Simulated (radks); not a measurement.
Eu XLI, 23 electrons, occupied as [Ar] 3d4 5p1 (not the ground configuration). Calculated with a radial shooting solver on a logarithmic mesh with Libxc functionals: scalar-relativistic Kohn-Sham, PBEsol, spin-polarised, spherical densities, finite nucleus; open shells are filled with parallel spins first (spin-orbit coupling, left out, can overturn this in heavy ions); Fermi nuclear charge, rms radius 5.1115 fm. Some entries of the table are withheld. Estimate them.

orbital  occ.  eigenvalue (eV)  <1/r> (bohr^-1)  <r> (bohr)
1s up       1        -50536.56            70.19     0.02233
1s down     1        -50535.81            70.20     0.02232
2s up       1        -10089.52            16.36     0.09462
2s down     1        -10071.97            16.38     0.09452
2p up       3        -9236.160            15.30         (1)
2p down     3        -9222.367            15.32         (2)
3s up       1        -3635.454            6.364      0.2364
3s down     1        -3616.294            6.341      0.2369
3p up       3        -3372.075            6.030      0.2319
3p down     3        -3352.282            6.007      0.2325
3d up       4        -3063.378              (3)      0.2065
3d down     0        -3038.638              (4)      0.2072
5p up       1        -1052.304            1.890      0.7670

Answer. 
(1) 2p up <r> (bohr): 0.08337
(2) 2p down <r> (bohr): 0.08326
(3) 3d up <1/r> (bohr^-1): 5.746
(4) 3d down <1/r> (bohr^-1): 5.731
